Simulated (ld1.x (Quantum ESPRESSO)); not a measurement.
rhenium (Re): excitation energies, all-electron against PAW

```
Element                 : rhenium
Generator               : ld1.x (Quantum ESPRESSO) 7.5
Type                    : PAW
Functional              : LDA (PZ)
Relativity              : scalar-relativistic
Frozen core             : [Xe] 4f14
Valence charge          : 7
Reference configuration : 5d5 6s1.75 6p0.25
Partial waves           : 6s (bound): rcut 2.05, rcutus 2.40 bohr; 6s channel at 3.9 Ry: rcut 2.05, rcutus 2.40 bohr; 6p (bound): rcut 2.00, rcutus 2.70 bohr; 6p channel at 0.75 Ry: rcut 2.00, rcutus 2.70 bohr; 5d (bound): rcut 1.75, rcutus 2.30 bohr; 5d channel at 0.05 Ry: rcut 1.75, rcutus 2.30 bohr
Local potential         : all-electron potential smoothed inside 2.15 bohr (lloc = -2)
Core correction         : a·sin(br)/r model core inside 1.65 bohr
Augmentation charge     : GAUSS, radius 1.95 bohr
```

Energies are relative to the spin-unpolarised reference configuration 5d5 6s1.75 6p0.25; without spin polarisation the order of configurations can differ from experiment. Not all tests gave a result: test run stopped at test 8 of 9 (negative rho).

```tsv
valence configuration	charge	ΔE all-electron (eV)	error AE − PS (meV)
5d5 6s2 6p0	0	-1.188	+0.2
5d5 6s1 6p0	+1	8.328	-3.6
5d5 6s0 6p0	+2	25.008	-15
5d5 6s0 6p1	+1	14.236	-5.7
5d5 6s0 6p2	0	8.861	-3.2
5d5 6s1.5 6p0	+0.5	2.714	-1.3
5d5 6s1 6p1	0	3.678	-1.2
```

Levels in the configuration 5d5 6s1.5 6p0:

```json
{"level": "5d", "all-electron (eV)": "-9.263", "pseudo (eV)": "-9.262"}
{"level": "6s", "all-electron (eV)": "-9.488", "pseudo (eV)": "-9.489"}
```
